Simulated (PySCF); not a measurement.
**Exercise with solution: oscillator strength and radiative lifetime**

In(H)(F)(NH2) (FH3InN), SMILES [F][InH][NH2].

Geometry: B3LYP-D3(BJ)/def2-TZVP. The def2 effective core potentials stand for the cores of In; spin–orbit coupling is left out. One conformer was computed; it need not be the lowest.

TDA-M06-2X/def2-SVPD (PySCF) puts the first singlet state with f over 0.02 at 5.55 eV (vertical), with the transition dipole (0.288, 0.039, -0.614) in atomic units.

### Question
Find the oscillator strength, the wavelength and the radiative lifetime that this transition would have in vacuum if emission retraced absorption.

### Answer

|μ|² = 0.4615 au, so |μ| = 1.73 D. ΔE = 5.55/27.211 = 0.2040 hartree. f = (2/3) ΔE |μ|² = 0.063 (the program prints 0.063).
λ = 1239.84/5.55 = 223 nm; ν = 44764 cm⁻¹.
Einstein's coefficient A = 0.6670 ν² f s⁻¹ (ν in cm⁻¹) = 8.4e7 s⁻¹, so τ = 1/A = 12 ns. This state is S1. The figure is the radiative limit of this one transition; relaxation, internal conversion, crossing to triplets and a medium change what is measured.
